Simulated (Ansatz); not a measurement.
AlBH5NSiZn, SMILES `[NH2][Al]1[SiH2][B]1[ZnH]`, 10 atoms. Total charge 0; spin multiplicity 1. For Zn the d shell is correlated and the shells below it are frozen. Scalar relativity is left out up to krypton. All runs use 4 threads of an Intel Xeon Platinum 8175M on a shared host. Correlated methods freeze the cores.

Q: How many basis functions does each run have, and how long does it take in Ansatz? RKS B3LYP-D4/def2-TZVPP energy and forces; RKS ωB97M-V/def2-QZVPP energy; RKS PBE0-D4/def2-QZVPP energy; direct RPA on PBE orbitals with 3s3p of Cu, Zn/def2-TZVPP energy; RHF-CCSD(T) with 3s3p of Cu, Zn/def2-SVP energy; RKS PBE0-D4/def2-TZVP relaxation (36 steps); RHF-CCSD(T) with 3s3p of Cu, Zn/def2-TZVPP energy; RKS PBE0-D4/def2-TZVP frequencies; RKS r2SCAN-D4/def2-TZVPP energy and forces; RKS PBE0-D4/def2-SVP energy; RKS ωB97M-V/def2-SVP energy; RKS B97M-V/def2-TZVPP energy. (An estimate is asked.)

A: Ansatz gave: Other jobs shared the machine, so times are rough.

```csv
level,job,functions,wall time,peak host memory (GiB)
RKS PBE0-D4/def2-SVP,energy,120,1.6 s,0.52
"RHF-CCSD(T) with 3s3p of Cu, Zn/def2-SVP",energy,120,5.5 s,0.57
RKS r2SCAN-D4/def2-TZVPP,energy and forces,280,6 s,0.47
RKS ωB97M-V/def2-SVP,energy,120,6 s,0.52
"direct RPA on PBE orbitals with 3s3p of Cu, Zn/def2-TZVPP",energy,280,6.5 s,0.71
RKS B3LYP-D4/def2-TZVPP,energy and forces,280,7.5 s,0.99
RKS B97M-V/def2-TZVPP,energy,280,9.5 s,0.55
RKS PBE0-D4/def2-QZVPP,energy,504,13 s,2.4
RKS ωB97M-V/def2-QZVPP,energy,504,27 s,2.8
"RHF-CCSD(T) with 3s3p of Cu, Zn/def2-TZVPP",energy,280,2.5 min,7.2
RKS PBE0-D4/def2-TZVP,relaxation (36 steps),214,2.8 min,0.73
RKS PBE0-D4/def2-TZVP,frequencies,214,3.3 min,0.73
```

B3LYP here is the variant with VWN-RPA as its local correlation; programs differ in this.
